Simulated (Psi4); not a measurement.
Input for Psi4:
```
memory 2 GB

molecule {
0 1
Si    0.21952074   -0.14802028   -0.51311450
C     1.34623362   -1.37403121    0.39772601
Cl    0.74527948    1.74496432    0.00995447
C    -1.59133720   -0.38271807   -0.04082333
C    -2.08789371   -1.42640981    0.60578999
H     0.38599715   -0.26003092   -1.96606640
H     1.13494287   -2.39590733    0.09874223
H     2.39336427   -1.17969669    0.18294816
H     1.21600792   -1.30889852    1.47496258
H    -2.27338992    0.41067703   -0.32535097
H    -1.46680086   -2.24941858    0.91966242
H    -3.13517906   -1.50987970    0.85332317
}

set {
  basis def2-sv(p)
}

energy('pbe0')
print_variables()
```

### Question
What does this run give for the nuclear repulsion energy, dipole moment, number of basis functions, total energy?

### Answer

```json
{
  "nuclear_repulsion_energy": "271.8865 Eh",
  "dipole_moment": "1.83 D",
  "number_of_basis_functions": "92",
  "total_energy": "-867.501701 Ha"
}
```

### Question
Roughly what does it cost on one core?

### Answer
roughly 17 core-seconds.
